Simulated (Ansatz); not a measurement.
`CS[SiH2]O[SiH3]` and `CS[SiH2]BO` differ in one atom or group.

Ansatz, PBE0-D4/def2-TZVP geometries, multiplicity 1. Each molecule was computed in one conformer, which needn't be the lowest.

```tsv
property	`CS[SiH2]O[SiH3]`
HOMO energy (ωB97M-V/def2-TZVPP) / eV	-9.39
LUMO energy (B3LYP/def2-TZVPP) / eV	-0.29
LUMO energy (PBE0/def2-TZVPP) / eV	-0.09
HOMO–LUMO gap (PBE/def2-TZVPP) / eV	5.02
size of the dipole moment (PBE/def2-TZVPP) / D	1.25
HOMO–LUMO gap (PBE0/def2-TZVPP) / eV	7.09
```

Give the same properties after the change, and the shifts. (An estimate is asked.)

The calculation gave: 
```csv
property,`CS[SiH2]BO`,shift
HOMO energy (ωB97M-V/def2-TZVPP) / eV,-8.89,0.50
LUMO energy (B3LYP/def2-TZVPP) / eV,-1.60,-1.31
LUMO energy (PBE0/def2-TZVPP) / eV,-1.41,-1.32
HOMO–LUMO gap (PBE/def2-TZVPP) / eV,3.22,-1.80
size of the dipole moment (PBE/def2-TZVPP) / D,2.17,0.92
HOMO–LUMO gap (PBE0/def2-TZVPP) / eV,5.32,-1.77
```

With PBE0 the HOMO rises by 0.44 eV and the LUMO falls by 1.32 eV, so the gap narrows by about 1.76 eV. PBE moves the HOMO by 0.43 eV and ωB97M-V by 0.50 eV. Dipoles are sizes alone; their direction can turn.

B3LYP here is the variant with VWN-RPA as its local correlation; programs differ in this.
